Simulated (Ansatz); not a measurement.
From F to I: the dipole moment

One atom is swapped for its congeners: CHFI `F[CH]I`; CHClI `Cl[CH]I`; CHBrI `Br[CH]I`; CHI2 `I[CH]I`. All are doublets with charge 0.

Shapes, held fixed at every level: PBE0-D4/def2-TZVP. Programs: Ansatz 0.2.0. Values in D.

| level | CHFI | CHClI | CHI2 |
| --- | --- | --- | --- |
| PBE-D4/def2-TZVPP | 0.89 | 0.63 | 0.37 |
| r2SCAN-D4/def2-TZVPP | 0.98 | 0.73 | 0.48 |
| B3LYP-D4/def2-TZVPP | 1.01 | 0.69 | 0.43 |
| wB97M-V/def2-TZVPP | 1.00 | 0.70 | 0.45 |

Question: Estimate the column for CHBrI from its neighbours.

Answer: The mean of the neighbours at wB97M-V/def2-TZVPP is 0.57 D, against 0.66 from the run: the member lies nearer Cl. All rows: PBE-D4/def2-TZVPP 0.57; r2SCAN-D4/def2-TZVPP 0.68; B3LYP-D4/def2-TZVPP 0.64; wB97M-V/def2-TZVPP 0.66 D. At wB97M-V/def2-TZVPP the dipole moment falls at every step, from 1.00 to 0.45 D. Every level shows the same order. Open shells run unrestricted unless RO is named. For atoms past krypton def2 sets carry core potentials with scalar relativity. Relativity is left out for Br unless named. Magnitudes only: a dipole under 1 D may point either way.
